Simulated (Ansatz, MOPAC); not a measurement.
# How methods differ on SnO (tin(ii) oxide)

SnO, singlet, SMILES `[O]=[Sn]`. Each level relaxes the structure for itself.

Each level gives the equilibrium bond length (Å). The values are calculated.

```json
{"level": "MNDO", "kind": "semi-empirical", "program": "MOPAC", "value (Å)": "1.749"}
{"level": "PM6-D3", "kind": "semi-empirical", "program": "MOPAC", "value (Å)": "1.645"}
{"level": "PM6-D3H4", "kind": "semi-empirical", "program": "MOPAC", "value (Å)": "1.645"}
{"level": "PM6-DH2X", "kind": "semi-empirical", "program": "MOPAC", "value (Å)": "1.645"}
{"level": "B3LYP/LANL2DZ (core potential)", "kind": "global hybrid", "program": "Ansatz", "value (Å)": "1.821"}
{"level": "B3LYP/def2-mTZVP (core potential)", "kind": "global hybrid", "program": "Ansatz", "value (Å)": "1.845"}
{"level": "B3LYP/def2-mTZVPP (core potential)", "kind": "global hybrid", "program": "Ansatz", "value (Å)": "1.846"}
{"level": "B3LYP/def2-TZVP (core potential)", "kind": "global hybrid", "program": "Ansatz", "value (Å)": "1.832"}
{"level": "PBE0-D4/def2-TZVP (core potential)", "kind": "global hybrid", "program": "Ansatz", "value (Å)": "?"}
{"level": "B3LYP/def2-QZVP (core potential)", "kind": "global hybrid", "program": "Ansatz", "value (Å)": "1.829"}
```

Question: Estimate the missing values from the other rows.

Answer: As computed at these levels: PBE0-D4/def2-TZVP (core potential): 1.818 Å. The values span 1.645 to 1.846 Å.
